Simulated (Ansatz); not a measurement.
Molecule: sum formula ZrOCl (charge 0, doublet). The spin state was set by rule; other spins were not relaxed. 
Coordinates optimised at B3LYP-D3(BJ)/def2-TZVP (Ansatz, an electronic-structure program):
```
Zr
O 1 1.7353
Cl 1 2.3693 2 109.90
```
Charge 0, spin multiplicity 2.

Computed values are from Ansatz. Valence correlation only, unless marked. UHF or UKS for open shells. Spin-orbit coupling is left out. The frozen core is the preceding noble-gas configuration, with the filled d and f shells of earlier blocks. Past Kr the def2 sets carry scalar-relativistic core potentials. Basis-set limits of correlation are two-point, X^-3; Hartree-Fock from the larger set. The bracket is a focal-point correction in the basis named.

atomisation energy De: 1223.6 kJ/mol at RI-MP2/CBS(def2-TZVPPD,def2-QZVPPD)+[CCSD(T)-MP2]/def2-TZVPPD
vertical ionisation energy (to the singlet): 7.06 eV at RI-MP2/CBS(def2-TZVPPD,def2-QZVPPD)+[CCSD(T)-MP2]/def2-TZVPPD
total energy: -581.6878 Eh at RI-MP2/CBS(def2-TZVPPD,def2-QZVPPD)+[CCSD(T)-MP2]/def2-TZVPPD
dipole moment: 4.85 D at CCSD(T)/def2-SVPD
T1 diagnostic: 0.028 at CCSD/def2-TZVPPD
